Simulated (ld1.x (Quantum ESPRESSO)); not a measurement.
Which change was made? (Cu, PAW)

| Item | Value |
| --- | --- |
| Element | Cu |
| Generator | ld1.x (Quantum ESPRESSO) 7.5 |
| Type | PAW |
| Functional | PBE |
| Relativity | scalar-relativistic |
| Frozen core | [Ne] |
| Valence charge | 19 |
| Reference configuration | 3s2 3p6 3d10 4s0.5 4p0 (charge +0.5) |
| Partial waves | 3s (bound): rcut 0.95, rcutus 1.10 bohr; 4s (bound): rcut 0.95, rcutus 1.10 bohr; 3p (bound): rcut 1.30, rcutus 1.55 bohr; 4p (bound, empty): rcut 1.30, rcutus 1.55 bohr; 3d (bound): rcut 0.95, rcutus 1.20 bohr; 3d channel at -0.05 Ry: rcut 0.95, rcutus 1.20 bohr |
| Local potential | all-electron potential smoothed inside 0.95 bohr (lloc = -1) |
| Core correction | a·sin(br)/r model core inside 0.95 bohr |
| Augmentation charge | PSQ, inside the norm-conserving radii |

Cutoffs, loose and tight: the cutoffs (Ry, on a coarse ladder) from which the occupation-weighted sum of valence levels, in a spherical-Bessel basis at the reference potential, stays within 10 and 1 mRy of its value at 400 Ry. They do not see the model core or the augmentation charge, which bear on the density cutoff. Test errors are all-electron minus pseudo excitation energies from the reference, over the configurations 3s2 3p6 3d10 4s1 4p0; 3s2 3p6 3d10 4s0 4p0; 3s2 3p6 3d9 4s0 4p0; 3s2 3p5 3d10 4s1 4p0; 3s2 3p6 3d8 4s0 4p0; 3s1 3p6 3d10 4s1 4p0; 3s2 3p6 3d7 4s0 4p0; variants that change the core or the reference have their own tests. The largest error is taken over the tests solved by every variant that gives reliable tests at all, those not shown here included: 3s1 3p6 3d10 4s1 4p0; 3s2 3p5 3d10 4s1 4p0; 3s2 3p6 3d10 4s0 4p0; 3s2 3p6 3d10 4s1 4p0; 3s2 3p6 3d8 4s0 4p0; 3s2 3p6 3d9 4s0 4p0.

The base gives: outcome: generated, overlap not positive; bound ghosts: not determined (overlap not positive); largest test error (meV): -239.

(1) After one change the result is: outcome: generated, overlap not positive; bound ghosts: not determined (overlap not positive); largest test error (meV): +27. Which change was it?
A. local potential all-electron potential smoothed inside 0.64 bohr (lloc = -1)
B. all radii but the core radius scaled by about 0.78 (s 0.86, p 1.22, d 0.94 bohr, rcut 0.76/1.02/0.76); local potential all-electron potential smoothed inside 0.76 bohr (lloc = -1)
C. core [Ar], valence charge 11; reference 3d10 4s1 4p0; waves now 4s (bound): rcut 1.65, rcutus 2.00 bohr; 4s channel at 0.2 Ry: rcut 1.65, rcutus 2.00 bohr; 4p (bound): rcut 2.20, rcutus 3.00 bohr; 4p channel at 1.45 Ry: rcut 2.20, rcutus 3.00 bohr; 3d (bound): rcut 1.35, rcutus 1.45 bohr; 3d channel at -0.05 Ry: rcut 1.35, rcutus 1.45 bohr; local potential all-electron potential smoothed inside 2.70 bohr (lloc = -1); core correction a·sin(br)/r model core, default radius (ld1.x builds one for every PAW set, though the input has nlcc=.false.)

## Answers

(1) B. The others give: local potential all-electron potential smoothed inside 0.64 bohr (lloc = -1) → outcome: generated, overlap not positive; bound ghosts: not determined (overlap not positive); largest test error (meV): -424 | core [Ar], valence charge 11; reference 3d10 4s1 4p0; waves now 4s (bound): rcut 1.65, rcutus 2.00 bohr; 4s channel at 0.2 Ry: rcut 1.65, rcutus 2.00 bohr; 4p (bound): rcut 2.20, rcutus 3.00 bohr; 4p channel at 1.45 Ry: rcut 2.20, rcutus 3.00 bohr; 3d (bound): rcut 1.35, rcutus 1.45 bohr; 3d channel at -0.05 Ry: rcut 1.35, rcutus 1.45 bohr; local potential all-electron potential smoothed inside 2.70 bohr (lloc = -1); core correction a·sin(br)/r model core, default radius (ld1.x builds one for every PAW set, though the input has nlcc=.false.) → outcome: generated; cutoff, loose: 50 Ry; cutoff, tight: 90 Ry; bound ghosts: none; largest test error (meV): -2164. A file whose overlap is not positive is unfit for use, and its test errors describe a broken file.
